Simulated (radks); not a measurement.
Spherical quantum dot in the effective-mass picture: electrons in a parabolic well V = omega^2 r^2 / 2 with omega = 0.0579, all in effective atomic units (hartree* = m*/eps^2 hartree, bohr* = eps/m* bohr), one dielectric constant everywhere. Method: non-relativistic Kohn-Sham, LDA (Slater exchange, Perdew-Wang correlation), spin-polarised, spherical densities; computed with a radial shooting solver with Libxc functionals. Levels are named by radial order and angular momentum (1s, 1p, 1d, 2s, ...), and open shells are averaged over m.

N = 21, configuration 1s2 1p6 1d10 2s2 1f(up 1, down 0). This is the lowest configuration that the search found (a dilute case). Occupied and some empty levels:

| level | occupation | eigenvalue (hartree*) | <r> (bohr*) |
|---|---|---|---|
| 1s up | 1 | 1.6140 | 12.47 |
| 1s down | 1 | 1.6150 | 12.35 |
| 1p up | 3 | 1.6221 | 13.63 |
| 1p down | 3 | 1.6233 | 13.58 |
| 1d up | 5 | 1.6342 | 14.45 |
| 1d down | 5 | 1.6356 | 14.44 |
| 2s up | 1 | 1.6487 | 10.01 |
| 2s down | 1 | 1.6491 | 10.07 |
| 1f up | 1 | 1.6499 | 15.12 |
| 1f down | 0 | 1.6512 | 15.11 |
| 1g up | 0 | 1.6686 | 15.69 |
| 2p up | 0 | 1.6697 | 11.75 |
| 1g down | 0 | 1.6699 | 15.70 |
| 2p down | 0 | 1.6702 | 11.76 |
| 2d up | 0 | 1.6922 | 13.10 |
| 2d down | 0 | 1.6929 | 13.09 |

Energy (hartree*): total 20.2653, kinetic 0.57371, external 7.0113, Hartree 14.557, exchange-correlation -1.8769.
